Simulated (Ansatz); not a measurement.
Abridged output of a molecular run in Ansatz:

```
Functional definition: HF
1576 factors; integrals over basis functions are off by at most 8.8e-4 eV
mean field evaluation 1: about -87448.2015 eV, gradient 1.8e1 eV
mean field evaluation 2: about -87448.5303 eV, gradient 1.9e1 eV
mean field evaluation 4: about -87450.4205 eV, gradient 3.7e0 eV
mean field evaluation 8: about -87450.4649 eV, gradient 2.3e-1 eV
mean field -87450.46530083 eV, -3213.7453237510 hartree, gradient 3.4e-6 eV, S^2 0.000000; 0 other end points of the search recorded, 0 dependent functions left out
24 core orbitals not correlated: weight in the atoms' cores, before any rotation towards them, 1.000 or more for the frozen orbitals, at most 0.000 for the correlated occupied ones
reference -87450.46530083 eV, -3213.7453237510 hartree; 18, 18 occupied and 230, 230 virtual orbitals, 1576 factors
second order -19.16036971 eV of doubles, -0.00000000 eV of singles
cycle   1  -20.09209197 eV  change   -9.3e-1 eV  update   1.1e-1
cycle   2  -20.77554349 eV  change   -6.8e-1 eV  update   3.3e-2
cycle   3  -20.85186430 eV  change   -7.6e-2 eV  update   1.4e-2
cycle   4  -20.84109424 eV  change    1.1e-2 eV  update   4.0e-3
cycle   5  -20.84088977 eV  change    2.0e-4 eV  update   1.6e-3
cycle   6  -20.84035827 eV  change    5.3e-4 eV  update   5.2e-4
cycle   7  -20.84026641 eV  change    9.2e-5 eV  update   1.8e-4
cycle   8  -20.84038597 eV  change   -1.2e-4 eV  update   7.0e-5
cycle   9  -20.84039681 eV  change   -1.1e-5 eV  update   2.3e-5
perturbative correction -0.85660419 eV, -0.0314796234 hartree
Total energy: -87472.16230183 eV, -3214.5426738310 hartree
```

Its atoms:

Z-matrix (Å, degrees):
```
Si
S 1 2.134
H 1 1.485 2 111.0
H 1 1.485 2 106.0 3 119.2
H 1 1.485 2 111.1 3 -121.2
As 2 2.261 1 96.0 3 58.9
Si 6 2.368 2 93.3 1 -133.7
H 6 1.525 2 95.4 1 132.5
H 7 1.484 6 107.1 2 74.3
H 7 1.484 6 111.3 2 -46.1
H 7 1.488 6 108.8 2 -167.3
```

Task: Which basis set was used?
A. def2-SVP
B. def2-SVPD
C. def2-TZVPP
D. cc-pV(Q+d)Z

Result: C. It gives 272 functions.

Task: Write the keys of the input that set method, charge and spin (a neutral closed shell needs none for the last two).

Result: 
```yaml
correlation: {method: ccsd_t}
```
